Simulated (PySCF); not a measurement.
**Two-component Hartree-Fock for Te⁻ (tellurium, charge -1)**

Start: [Kr] 4d10 5s2 5p5; 5p1/2 filled at m_j = -1/2, +1/2; 5p3/2 filled at m_j = -1/2, +1/2, +3/2. Calculated with PySCF 2.14 in x2c-TZVPall-2c with one added diffuse shell each of s, p, d, f type (9s10p6d3f, 90 functions): generalised Hartree-Fock with the X2C-1e Hamiltonian and a Gaussian nucleus; one run each with spin-orbit coupling (SO) switched off, then screened by Boettger's factors.

```csv
spinor shell,electrons,"ε, spin-free (eV)","ε, screened SO (eV)",weight of nominal j (screened SO),"rms radius, screened SO (bohr)"
1s1/2,2,-31965.7,-31962.3,1.000,0.0318
2s1/2,2,-4993.4,-4992.3,1.000,0.130
2p1/2,2,-4474.7,-4665.4,1.000,0.112
2p3/2,4,-4474.7,-4388.3,1.000,0.117
3s1/2,2,-1029.7,-1029.4,1.000,0.343
3p1/2,2,-857.05,-893.59,1.000,0.336
3p3/2,4,-857.05,-840.27,1.000,0.347
3d3/2,4,-596.53,-602.84,1.000,0.320
3d5/2,6,-596.53,-591.92,1.000,0.323
4s1/2,2,-186.15,-185.98,1.000,0.815
4p1/2,2,-130.16,-137.12,1.000,0.858
4p3/2,4,-130.16,-126.83,1.000,0.887
4d3/2,4,-45.927,-46.782,0.999,1.04
4d5/2,6,-45.927,-45.151,0.999,1.05
5s1/2,2,-13.656,-13.602,0.999,2.36
5p1/2,2,-2.582,-3.197,0.875,3.07
5p3/2,3,-2.582,-2.220,0.917,3.31
```

| quantity | spin-free | screened SO |
| --- | --- | --- |
| E (hartree) | -6789.99879 | -6791.89355 |
| M_J | 3/2 | 3/2 |
| ⟨J²⟩ | 3.777 | 3.776 |
| ⟨L²⟩ | 2.016 | 2.047 |
| ⟨S²⟩ | 0.760 | 0.787 |

Each row is a mean over spinors that exchange with the open shell spreads, by up to 2.109 eV (5s1/2).

Rows whose weight is well below 1 are mixtures of j = l ± 1/2: exchange outweighs spin-orbit coupling there, and the label is only the starting occupation.

Breit and QED terms are absent; they matter most for the inner s and p1/2 levels.

Densities and radii are taken from the X2C orbitals without a picture-change correction, which distorts them close to the nucleus.

Without spin-orbit coupling the j labels of p, d and f shells carry no meaning; the spin-free column gives the mean over the occupied spinors of each nl shell.
